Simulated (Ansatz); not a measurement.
Reaction (formal exchange of groups at a Te–H bond): `CB[TeH]` + `[OH][AlH2]` → `CB[Te][AlH2]` + H₂O

Gas-phase electronic energies from Ansatz, PBE0-D4/def2-TZVP geometries. CBS: MP2 limit from def2 TZ/QZ plus the TZ coupled-cluster correction, frozen cores. This one scheme is used for every species. DFT in def2-TZVPP. def2 core potentials past Kr. For Te outer-core shells are correlated without core-valence functions, which leaves a few kJ/mol of doubt a bond. One conformer a species, not always the lowest.

```
        level  ΔE (kJ/mol)
   r2SCANh-D4         33.1
HF/def2-TZVPP         39.9
```

Problem. What does CCSD(T)/CBS give? (Estimate.)

Solution. Ansatz gave: +28.7 kJ/mol. The listed levels differ from it by 4.4, 11.2 kJ/mol.

Largest T1 diagnostic among the species: 0.013.

From BLYP to BHLYP (50 % exact exchange), in def2-TZVPP and without D4, ΔE moves by −7.5 kJ/mol. Leaving LDA and LC-ωPBE aside and taking each functional with its dispersion term where it has one, the values, not all of them listed here, spread over 25.4 kJ/mol, from HSE06-D4 to B97M-V. At CCSD(T), def2-SVP lies +10.7 kJ/mol from the extrapolated value and def2-TZVPP +6.2 kJ/mol.
